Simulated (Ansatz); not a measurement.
B₃As₃H₁₂⁺, a cluster cut from wurtzite BAs (hydrogen-capped). Charge 1, multiplicity 2. Geometry B3LYP-D4/def2-SVP, that of the neutral singlet; atoms count from 1.

```tsv
atom	x (Å)	y (Å)	z (Å)
As1	-1.2771	0.3910	-1.3924
B2	-0.4904	-1.5192	-1.3354
As3	0.1932	-1.8266	0.5905
B4	-0.1332	1.9605	-0.6859
As5	0.5267	1.4192	1.1963
B6	1.4426	-0.4172	1.4411
H7	-1.6926	0.6986	-2.8118
H8	-2.6450	0.4095	-0.7393
H9	-1.3281	-2.3407	-1.6328
H10	0.4989	-1.4918	-2.0385
H11	-0.9725	-2.1139	1.5160
H12	0.8753	-3.1732	0.6502
H13	-0.7818	2.9814	-0.6393
H14	0.8565	1.9924	-1.3883
H15	-0.5928	1.5803	2.2056
H16	1.4575	2.4935	1.7076
H17	2.4353	-0.3888	0.7428
H18	1.6275	-0.6550	2.6135
```

(1) Estimate the Mulliken populations from the PBE0/def2-TZVP orbitals of Ansatz.

(2) Where does the spin sit?

(3) And the Mayer bond orders between bonded heavy atoms (over 0.3)?

Results:

(1) 
| atom | charge (e) | spin (α − β) |
| --- | --- | --- |
| As1 | 0.25 | 0.18 |
| B2 | -0.36 | 0.14 |
| As3 | 0.20 | 0.06 |
| B4 | -0.36 | 0.14 |
| As5 | 0.20 | 0.06 |
| B6 | -0.37 | 0.14 |
| H7 | 0.15 | -0.01 |
| H8 | 0.13 | -0.01 |
| H9 | 0.14 | 0.11 |
| H10 | 0.08 | 0.00 |
| H11 | 0.13 | 0.00 |
| H12 | 0.16 | 0.04 |
| H13 | 0.14 | 0.11 |
| H14 | 0.08 | 0.00 |
| H15 | 0.13 | 0.00 |
| H16 | 0.16 | 0.04 |
| H17 | 0.07 | 0.00 |
| H18 | 0.08 | -0.01 |
Mulliken values and Mayer orders depend strongly on the basis.

(2) Summed by element: As 0.31, B 0.42, H 0.27, of 1 unpaired in all. Largest on single atoms: As1 0.18, B4 0.14, B2 0.14.

(3) As1–B2 0.81 (2.07 Å); As1–B4 0.81 (2.07 Å); B2–As3 0.93 (2.07 Å); As3–B6 0.81 (2.07 Å); B4–As5 0.93 (2.07 Å); As5–B6 0.81 (2.07 Å).
